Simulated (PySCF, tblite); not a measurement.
Isomers of C4H3FNP, one GFN2-xTB conformer each. Single-point energies are computed at PBE0/pcSseg-1 (PySCF, gas phase, no added dispersion term), electronic only.

| SMILES | GFN2-xTB relative energy (kJ/mol) |
| --- | --- |
| Fc1cpccn1 | 0.0 |
| Fc1ccpcn1 | 8.1 |

Task: What does PBE0/pcSseg-1 give for the same structures?

Result: 
```tsv
SMILES	PBE0/pcSseg-1 E (Eh)	PBE0/pcSseg-1 (kJ/mol)	GFN2-xTB (kJ/mol)	point group
Fc1cpccn1	-649.64654	0.0	0.0	Cs
Fc1ccpcn1	-649.64236	11.0	8.1	Cs
```

Both levels put the same isomer lowest. 

Task: Which frontier levels, dipoles and rotational constants go with these structures?

Result: 
```json
{"SMILES": "Fc1cpccn1", "HOMO (eV, PBE0/pcSseg-1)": "-8.16", "LUMO (eV)": "-2.41", "dipole (D)": "2.29", "A, B, C (MHz)": "4295, 2081, 1402"}
{"SMILES": "Fc1ccpcn1", "HOMO (eV, PBE0/pcSseg-1)": "-7.59", "LUMO (eV)": "-1.95", "dipole (D)": "2.18", "A, B, C (MHz)": "5320, 1830, 1361"}
```

Task: What happens when harmonic zero-point energies from GFN2-xTB frequencies are added?

Result: 
| SMILES | ZPE (kJ/mol) | electronic (kJ/mol) | with ZPE (kJ/mol) |
| --- | --- | --- | --- |
| Fc1cpccn1 | 162.2 | 0.0 | 0.0 |
| Fc1ccpcn1 | 162.1 | 11.0 | 10.8 |

The zero-point energies span 0.1 kJ/mol. The order is unchanged.
